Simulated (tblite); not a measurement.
Compound: C8H14OP (charge +1).
Atom-mapped SMILES: `[CH2:1]=[C:2]([CH3:3])[PH+:4]1[CH2:5][CH2:6][C:7](=[O:8])[CH2:9][CH2:10]1` (hydrogens: H11, H12 on C1; H13, H14, H15 on C3; H16 on P4; H17, H18 on C5; H19, H20 on C6; H21, H22 on C9; H23, H24 on C10)

The geometry is computed with GFN2-xTB (gas phase).

(1) List the bond lengths, angles and torsions at this level.

Results:

(1) 
| bond | length (bohr) |
| --- | --- |
| C1=C2 | 2.511 |
| C2–C3 | 2.824 |
| C2–P4 | 3.414 |
| P4–C5, P4–C10 | 3.432 |
| C5–C6, C9–C10 | 2.900 |
| C6–C7, C7–C9 | 2.881 |
| C7=O8 | 2.257 |
| C1–H11 | 2.038 |
| C1–H12 | 2.036 |
| C3–H13, C3–H14, C3–H15 | 2.058 |
| P4–H16 | 2.612 |
| C5–H17, C10–H24 | 2.070 |
| C5–H18, C10–H23 | 2.068 |
| C6–H19, C9–H22 | 2.065 |
| C6–H20, C9–H21 | 2.063 |

Bonds in one row agree within 0.02 bohr and their mean is given. A selection of angles:
| angle | degrees |
| --- | --- |
| C2–C1–H11 | 122.7 |
| C2–C1–H12 | 121.1 |
| H11–C1–H12 | 116.2 |
| C1–C2–C3 | 125.9 |
| C1–C2–P4 | 118.8 |
| C3–C2–P4 | 115.3 |
| C2–C3–H13 | 110.3 |
| C2–C3–H14 | 110.9 |
| H13–C3–H14 | 108.1 |
| C2–P4–C5 | 113.9 |
| C2–P4–H16 | 108.2 |
| C5–P4–C10 | 105.1 |
| C5–P4–H16 | 107.5 |
| P4–C5–C6 | 109.6 |
| P4–C5–H17 | 108.2 |
| P4–C5–H18 | 109.8 |
| C6–C5–H17 | 110.1 |
| C6–C5–H18 | 110.9 |
| H17–C5–H18 | 108.1 |
| C5–C6–C7 | 111.3 |
| C5–C6–H19 | 110.4 |
| C5–C6–H20 | 109.3 |
| C7–C6–H19 | 109.1 |
| C7–C6–H20 | 108.4 |
| H19–C6–H20 | 108.3 |
| C6–C7–O8 | 122.9 |
| C6–C7–C9 | 114.3 |
| C10–C9–H22 | 110.5 |

Torsions: C1–C2–P4–C5 118° (anticlinal); C2–P4–C5–C6 176° (antiperiplanar); P4–C5–C6–C7 -58° (synclinal); C5–C6–C7–O8 -112° (anticlinal); C6–C7–C9–C10 -67° (synclinal); C7–C9–C10–P4 58° (synclinal); C2–P4–C10–C9 -176° (antiperiplanar). The mirror-image conformer, all signs reversed, is as good.

C2 (fully substituted alkene carbon) is planar (angles 125.9°, 118.8° and 115.3°, sum 360.0°, 0.00 Å off the plane of its three neighbours). C1 (terminal =CH2 carbon) is planar (angles 122.7°, 121.1° and 116.2°, sum 360.0°, 0.00 Å off the plane of its three neighbours). C7 (ketone carbonyl carbon) is planar (angles 122.9°, 122.8° and 114.3°, sum 360.0°, 0.01 Å off the plane of its three neighbours). Of the pairs four or more bonds apart, H12···H13 is among the closest relative to their van der Waals radii: 2.46 Å, 103 % of the sum of Bondi's values. The 6-membered ring P4–C5–C6–C7–C9–C10 has internal angles of 105.1° to 114.3° (sum 661°, against 720° for a flat polygon); it is puckered, 0.26 Å rms from its mean plane, widest ring torsion 67°. P4 (phosphonium phosphorus) is distorted tetrahedral (angles from 105.1° to 114.5°). The C–C distances run from 1.329 Å (C1=C2, drawn double) to 1.535 Å (C9–C10, drawn single), a spread of 0.206 Å.

Point group: near Cs, missed by 0.12 Å at most; the miss may be what the optimiser left on a soft mode. GFN2-xTB frequencies show an imaginary mode (29i cm⁻¹), so the point is no minimum at that level.

Hardware: Arm Neoverse V1, one thread, no GPU, shared host with 32 logical CPUs at a one-minute load of 19. Cost: 1.2 s wall. These figures are those of the optimisation.
